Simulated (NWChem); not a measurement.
The numbers come from NWChem runs, not from measurements. System: H₄FN₂NbO, charge 0, spin multiplicity 1, at a geometry optimised with B3LYP/def2-SVP with def2 effective core potentials on Nb. The structure started from a generated list of species. Level: G0W0@PBE0/def2-TZVP with def2 effective core potentials on Nb, RI basis def2-tzvp-rifit, no spin-orbit coupling.

Job file:

```
start mol
memory heap 200 mb stack 700 mb global 1700 mb
geometry units angstroms nocenter noautoz
  Nb    -0.066498    -0.007517     0.000000
  O     -1.598065     0.739894     0.000000
  F     -0.141977    -1.905896     0.000000
  N      0.868788     0.594981    -1.639454
  H      1.829177     0.364947    -1.894402
  H      0.483678     1.241242    -2.326753
  N      0.868788     0.594981     1.639454
  H      0.483678     1.241242     2.326753
  H      1.829177     0.364947     1.894402
  symmetry group Cs
end
basis spherical
  * library def2-tzvp
end
ecp
  Nb library def2-ecp
end
basis "ri basis" bse spherical
  * library def2-tzvp-rifit
end
dft
  xc pbe0
  iterations 100
  direct
  tolerances tight
end
task dft energy
gw
  method cdgw
  states alpha occ 4 vir 2
end
task dft gw
```

Output (cleaned and shortened):

```
             Northwest Computational Chemistry Package (NWChem) 7.3.0
             --------------------------------------------------------

                                NWChem Input Module
                                -------------------

 Scaling coordinates for geometry "geometry" by  1.889725989
 (inverse scale =  0.529177249)

 Turning off AUTOSYM since
 SYMMETRY directive was detected!

                             Geometry "geometry" -> ""
                             -------------------------

 Output coordinates in angstroms (scale by  1.889725989 to convert to a.u.)

  No.       Tag          Charge          X              Y              Z
 ---- ---------------- ---------- -------------- -------------- --------------
    1 Nb                  41.0000    -0.06649800    -0.00751700     0.00000000
    2 O                    8.0000    -1.59806500     0.73989400     0.00000000
    3 F                    9.0000    -0.14197700    -1.90589600     0.00000000
    4 N                    7.0000     0.86878800     0.59498100    -1.63945400
    5 H                    1.0000     1.82917700     0.36494700    -1.89440200
    6 H                    1.0000     0.48367800     1.24124200    -2.32675300
    7 N                    7.0000     0.86878800     0.59498100     1.63945400
    8 H                    1.0000     0.48367800     1.24124200     2.32675300
    9 H                    1.0000     1.82917700     0.36494700     1.89440200

 Effective nuclear repulsion energy (a.u.)     481.1161926152

            Nuclear Dipole moment (a.u.)
            ----------------------------
        X                 Y               Z
 ---------------- ---------------- ----------------
     0.0000207870     0.0000056692     0.0000000000

      Symmetry information
      --------------------

 Group name             Cs
 Group number              2
 Group order               2
 No. of unique centers     6

      Symmetry unique atoms

     1    2    3    4    5    6


 Summary of "ao basis" -> "" (spherical)
 ------------------------------------------------------------------------------
       Tag                 Description            Shells   Functions and Types
 ---------------- ------------------------------  ------  ---------------------
 *                         def2-tzvp                  on all atoms

 Summary of "ri basis" -> "" (spherical)
 ------------------------------------------------------------------------------
       Tag                 Description            Shells   Functions and Types
 ---------------- ------------------------------  ------  ---------------------
 *                      def2-tzvp-rifit               on all atoms

                                 NWChem DFT Module
                                 -----------------

 Summary of "ao basis" -> "ao basis" (spherical)
 ------------------------------------------------------------------------------
       Tag                 Description            Shells   Functions and Types
 ---------------- ------------------------------  ------  ---------------------
 Nb                        def2-tzvp                14       40   6s4p3d1f
 O                         def2-tzvp                11       31   5s3p2d1f
 F                         def2-tzvp                11       31   5s3p2d1f
 N                         def2-tzvp                11       31   5s3p2d1f
 H                         def2-tzvp                 4        6   3s1p

 Summary of "ao basis" -> "ao basis" (spherical)
 ------------------------------------------------------------------------------
[...]
   109      0.231102  4 N  py               152     -0.231102  7 N  py
   112      0.213844  4 N  py               155     -0.213844  7 N  py
   115      0.205346  4 N  py               158     -0.205346  7 N  py
   110      0.126847  4 N  pz               153      0.126847  7 N  pz
   108      0.115648  4 N  px               151     -0.115648  7 N  px

 Vector   25  Occ=0.000000D+00  E=-4.156216D-02  Symmetry=a"
              MO Center= -3.6D-02,  2.1D-02, -4.9D-14, r^2= 2.3D+00
   Bfn.  Coefficient  Atom+Function         Bfn.  Coefficient  Atom+Function
  ----- ------------  ---------------      ----- ------------  ---------------
    20      0.510195  1 Nb d -1              25      0.363857  1 Nb d -1
    30      0.204769  1 Nb d -1             136     -0.190663  5 H  s
   185      0.190663  9 H  s                 54     -0.187708  2 O  pz
    22      0.186508  1 Nb d  1              48     -0.168409  2 O  pz
   142      0.146764  6 H  s                179     -0.146764  8 H  s

 Vector   26  Occ=0.000000D+00  E=-3.379492D-02  Symmetry=a'
              MO Center=  9.6D-02,  1.5D-01,  1.6D-13, r^2= 2.5D+00
   Bfn.  Coefficient  Atom+Function         Bfn.  Coefficient  Atom+Function
  ----- ------------  ---------------      ----- ------------  ---------------
    21     -0.378006  1 Nb d  0              19      0.345026  1 Nb d -2
    26     -0.259680  1 Nb d  0              24      0.247234  1 Nb d -2
     6      0.213480  1 Nb s                115     -0.206960  4 N  py
   158     -0.206960  7 N  py                31     -0.199928  1 Nb d  0
    53      0.168527  2 O  py                23      0.159422  1 Nb d  2

 Vector   27  Occ=0.000000D+00  E=-1.012401D-02  Symmetry=a'
              MO Center=  1.2D+00,  2.7D-01, -1.3D-11, r^2= 8.7D+00
   Bfn.  Coefficient  Atom+Function         Bfn.  Coefficient  Atom+Function
  ----- ------------  ---------------      ----- ------------  ---------------
     6      1.250586  1 Nb s                107     -0.569083  4 N  s
   150     -0.569083  7 N  s                  5     -0.399253  1 Nb s
    16      0.342922  1 Nb px               136      0.285368  5 H  s
   185      0.285368  9 H  s                142      0.185071  6 H  s
   179      0.185071  8 H  s                106     -0.128836  4 N  s

 center of mass
 --------------
 x =  -0.06431154 y =  -0.06111162 z =   0.00000000

 moments of inertia (a.u.)
 ------------------
         658.197636200566         -11.182043270995           0.000000000000
         -11.182043270995         582.912651168911          -0.000000000000
           0.000000000000          -0.000000000000         573.884535691338

     Multipole analysis of the density
     ---------------------------------

     L   x y z        total         alpha         beta         nuclear
     -   - - -        -----         -----         ----         -------
     0   0 0 0     -0.000000    -24.000000    -24.000000     48.000000

     1   1 0 0      1.458517     -1.030034     -1.030034      3.518585
     1   0 1 0      0.606801      0.104527      0.104527      0.397748
     1   0 0 1      0.000000      0.000000      0.000000      0.000000

     2   2 0 0    -33.222220    -85.168687    -85.168687    137.115153
     2   1 1 0      0.926535     -4.456321     -4.456321      9.839176
     2   1 0 1      0.000000      0.000000      0.000000     -0.000000
     2   0 2 0    -37.522374    -99.781503    -99.781503    162.040633
     2   0 1 1      0.000000      0.000000      0.000000     -0.000000
     2   0 0 2    -28.342642   -113.508347   -113.508347    198.674052

 Task  times  cpu:       79.1s     wall:       79.1s

                                NWChem Input Module
                                -------------------

                                 NWChem GW Module
                                 ----------------

                             ***********************
                             ***        GW       ***
                             ***********************

 Summary of "ri basis" -> "ri basis" (spherical)
 ------------------------------------------------------------------------------
       Tag                 Description            Shells   Functions and Types
 ---------------- ------------------------------  ------  ---------------------
 Nb                     def2-tzvp-rifit             31      143   8s7p6d5f3g2h
 O                      def2-tzvp-rifit             22       76   8s6p4d3f1g
 F                      def2-tzvp-rifit             22       76   8s6p4d3f1g
 N                      def2-tzvp-rifit             22       76   8s6p4d3f1g
 H                      def2-tzvp-rifit              7       15   4s2p1d

                 Memory Information
                 ------------------
          Available GA per process is          1699.7 MBs
          Available stack per process is        700.0 MBs
          Available heap per process is           0.1 MBs

          Peak memory in Initialization
              Peak GA per process is                 21.2 MBs
              Peak stack per process is               0.4 MBs
              Peak heap per process is               21.8 MBs
              Memory not in MA per process            0.0 MBs

          Peak memory in CDGW Calculation
              Peak GA per process is                 25.3 MBs
              Peak stack per process is               3.9 MBs
              Peak heap per process is                4.2 MBs
              Memory not in MA per process            0.0 MBs

          Computing 2-center integrals
          Computing Inverse Cholesky factor
          Computing 3-center integrals
          Computing Vxc

          Computing Sigma_x
          Computing W(iw) on the imaginary grid
          Solving quasiparticle equations

                  Alpha Orbitals
          State     Energy (eV)     Error (eV)
          -----------------------------------
@GW        21        -11.336           0.004
@GW        22        -11.230           0.004
@GW        23        -10.277           0.005
@GW        24         -9.533           0.003
@GW        25          1.388           0.002
@GW        26          1.543           0.002

     GW Timing Statistics
   ------------------------
   Init.   :          0.2s
     ERIs  :          5.6s
     Distr.:          0.1s
     Vxc   :          5.4s
   Vmo     :          0.0s
   iW      :         10.5s
   I_n     :          0.0s
   R_n     :          2.7s
   GW total:         24.5s

 Task  times  cpu:       24.5s     wall:       24.5s

 Total times  cpu:      103.6s     wall:      103.6s
```
